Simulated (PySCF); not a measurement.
Vertical excitations of a molecule C2H8F2Si2 from TDDFT-PBE/def2-SVPD run with PySCF, as energy in eV (oscillator strength): 6.69 (0.021), 6.97 (0.039), 7.09 (0.015), 7.19 (0.056), 7.31 (0.106), 7.43 (0.001), 7.45 (0.033), 7.54 (0.023), 7.57 (0.003), 7.68 (0.013). Lowest triplet (TDA): 5.97 eV. Coordinates come from a B3LYP-D3(BJ)/def2-SVP optimisation. The values are those of a single conformer.

Question: Which molecule gave these data?
A. F[C@H]([SiH3])[C@@H](F)[SiH3]
B. FC(F)C[SiH2][SiH3]
C. C[Si@@H]([SiH3])C(F)F
D. FC[SiH]([SiH3])CF

Answer: B, FC(F)C[SiH2][SiH3]
